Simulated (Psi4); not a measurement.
A dimer, HCl ··· BF3 (SMILES Cl and FB(F)F); the first 2 atoms form monomer A.

```
6

Cl     0.6410     0.0000     0.0000
H     -0.6410     0.0000     0.0000
F      3.1209     1.6300     0.1207
B      3.1519     2.7968    -0.4865
F      2.1694     3.6539    -0.3126
F      4.1653     3.1071    -1.2661
```

### Question
What interaction energy does SAPT0/jun-cc-pVDZ, frozen core in Psi4 give, and which attractive term is the largest?

### Answer
Total 1.69 kJ/mol: electrostatics -5.12, exchange 10.45, induction -0.62, dispersion -3.02. The most attractive term is electrostatics.
